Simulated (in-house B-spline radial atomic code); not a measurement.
A run on an ion of nuclear charge 65 with 65.3 electrons that did not converge. Method: scalar-relativistic (X2C) TPSSh, spin-polarised, spherical fractional occupations, Fermi nucleus of rms radius 5.06 fm; computed with a B-spline radial code for spherical atoms.

Command:
```bash
python run_scf.py task.json out
```
Settings (nuclear radius in fm, mass in u):
```
Z                65
configuration    [Xe] 4f9.3 6s2
hamiltonian      x2c
method           tpssh
spin_polarised   True
nucleus          fermi
rms_radius       5.06
atomic_mass      158.92535
speed_of_light   137.035999084
```

First and last ten iterations of the last attempt (damped for 15 steps, keeping 80 % of the old Fock matrix, then DIIS):
```
 iter        energy (Eh)    residual
    1      -11705.991540    1.41e-01
    2      -11702.793413    3.82e-01
    3      -11706.217103    1.95e-01
    4      -11707.493894    9.80e-02
    5      -11707.893377    5.16e-02
    6      -11708.004489    2.78e-02
    7      -11708.039344    1.91e-02
    8      -11708.055892    1.40e-02
    9      -11706.186282    1.35e-01
   10      -11707.614370    9.50e-02
  111      -11706.088893    1.32e-01
  112      -11706.112707    1.31e-01
  113      -11708.034471    2.15e-02
  114      -11708.033482    2.18e-02
  115      -11706.090394    1.32e-01
  116      -11706.098136    1.32e-01
  117      -11706.118535    1.31e-01
  118      -11705.429419    1.33e-01
  119      -11706.089805    1.31e-01
  120      -11706.101185    1.31e-01
 not converged after 120 iterations
```

The smallest residual met was 1.3e-02; the threshold is about 6e-07. No energy from this run should be used. The likely cause: this method binds the added charge weakly or not at all at the basis-set limit, so charge moves back and forth between the atom and the box. Cost of the run: 7.1 s on 1 thread of Arm Neoverse V1, with other jobs on the host.
